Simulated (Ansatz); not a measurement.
`[CH3][Y]([CH3])[OH]` + `OC(O)(O)F` → `[CH3][Y]([OH])[OH]` + `CC(O)(O)F`  (formal exchange of groups at a Y–C bond)

Program: Ansatz. Geometries: PBE0-D4/def2-TZVP. ΔE: electronic, gas phase. CCSD(T)/CBS adds triple-zeta CCSD(T) − MP2 to the extrapolated MP2 energy (def2 sets, frozen cores). Functionals use def2-TZVPP. B3LYP here is the variant with VWN-RPA as its local correlation; programs differ in this. Elements past krypton have def2 core potentials. For Y outer-core shells are correlated without core-valence functions, which leaves a few kJ/mol of doubt a bond. Each species was taken in one conformer, which may not be the lowest.

| level | ΔE (eV) |
| --- | --- |
| r2SCAN-D4 | -2.11 |
| B3LYP-D4 | -2.20 |
| B2PLYP | -2.23 |
| PBE | -2.08 |

What does CCSD(T)/CBS give? (Estimate.)

Computed: -2.24 eV. The listed levels differ from it by 0.13, 0.04, 0.01, 0.16 eV.

Largest T1 diagnostic among the species: 0.014.
